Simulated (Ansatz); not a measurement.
Conformers of C$_{2}$H$_{9}$FSi$_{2}$, SMILES `C[SiH](C)[SiH2]F`, each relaxed with PBE0-D4/def2-TZVP in Ansatz. CBS adds the triple-zeta coupled-cluster correction to the MP2 limit.

Not all of them had a frequency check.

Conformer A:

```xyz
14

C     0.355   -1.811   -0.298
Si   -0.197   -0.035   -0.537
C    -1.810    0.309    0.360
Si    1.444    1.436    0.270
F     2.862    1.126   -0.431
H     1.300   -2.000   -0.813
H     0.498   -2.037    0.762
H    -0.392   -2.503   -0.694
H    -0.377    0.235   -1.994
H    -1.705    0.145    1.435
H    -2.598   -0.354   -0.006
H    -2.140    1.339    0.206
H     1.117    2.864    0.000
H     1.643    1.286    1.740
```

Conformer B:

```xyz
14

C    -0.263   -0.872   -1.634
Si    0.464   -0.330    0.008
C    -0.473   -1.084    1.449
Si    0.456    2.010    0.170
F    -1.065    2.546    0.112
H    -0.251   -1.962   -1.720
H    -1.298   -0.536   -1.729
H     0.304   -0.460   -2.472
H     1.899   -0.742    0.078
H    -1.514   -0.754    1.448
H    -0.463   -2.176    1.385
H    -0.027   -0.797    2.403
H     1.192    2.661   -0.949
H     1.041    2.495    1.451
```

Which is lowest in electronic energy at CCSD(T)/CBS (frozen core, def2 sets), and by how much? (An estimate is asked.)

Computed: B; A lies 0.8 kJ/mol higher. Gaps under about 2 kJ/mol don't settle the order.

Give the energies relative to B (kJ/mol) with PBE-D4/def2-TZVPP, r2SCAN-D4/def2-TZVPP, B3LYP-D4/def2-TZVPP, ωB97M-V/def2-TZVPP, SCS-MP2/def2-QZVPP, MP2/CBS(def2), CCSD/CBS(def2). (Estimate.)

Computed: 
| level | A |
| --- | --- |
| PBE-D4/def2-TZVPP | 1.0 |
| r2SCAN-D4/def2-TZVPP | 0.9 |
| B3LYP-D4/def2-TZVPP | 1.0 |
| ωB97M-V/def2-TZVPP | 0.9 |
| SCS-MP2/def2-QZVPP | 0.8 |
| MP2/CBS(def2) | 0.8 |
| CCSD/CBS(def2) | 0.8 |

B3LYP here is the variant with VWN-RPA as its local correlation; programs differ in this.
